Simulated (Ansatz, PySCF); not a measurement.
Spin states of IrO2 (SMILES [O]=[Ir]=[O]), each relaxed with B3LYP-D3(BJ)/def2-TZVP.
State 1 (charge 0, multiplicity 2):
```xyz
3

Ir     0.0318    -0.0210     0.0210
O      1.2593     0.2360    -1.1240
O     -1.3242    -0.1677     1.0326
```
State 2 (charge 0, multiplicity 6):
```json
[
 {"atom": "Ir", "x (Å)": "0.2711", "y (Å)": "-0.2264", "z (Å)": "0.2690"},
 {"atom": "O", "x (Å)": "1.1361", "y (Å)": "0.3384", "z (Å)": "-1.2454"},
 {"atom": "O", "x (Å)": "-1.4402", "y (Å)": "-0.0646", "z (Å)": "0.9059"}
]
```

Singlets are restricted, other states unrestricted; no spin–orbit coupling, no relativity up to Kr; see below for the cores. The largest T1 diagnostic is 0.088.

Correlated levels freeze the inner cores; with def2 sets outer-core shells near the valence are correlated too.

Programs: Ansatz (a quantum-chemistry and plane-wave program); PySCF for the dispersion terms. Each number belongs to the level named beside it. In def2 rows elements past Kr take small-core potentials, without spin–orbit coupling.

```tsv
level	energy of the multiplicity-6 state less that of the multiplicity-2 state (kcal/mol)
PBE-D3(BJ)/def2-TZVPP	71.07
BLYP-D4/def2-TZVPP	70.64
r2SCAN-D3(BJ)/def2-TZVPP	60.30
B97M-V/def2-TZVPP	63.21
B3LYP/def2-TZVPP	66.05
CAM-B3LYP/def2-TZVPP	65.85
CAM-B3LYP-D4/def2-TZVPP	65.86
wB97X-V/def2-TZVPP	69.42
B2PLYP-D4/def2-TZVPP	___
```

**Question.** Complete the blanks.

**Answer.** 
- B2PLYP-D4/def2-TZVPP, energy of the multiplicity-6 state less that of the multiplicity-2 state (kcal/mol): 89.40
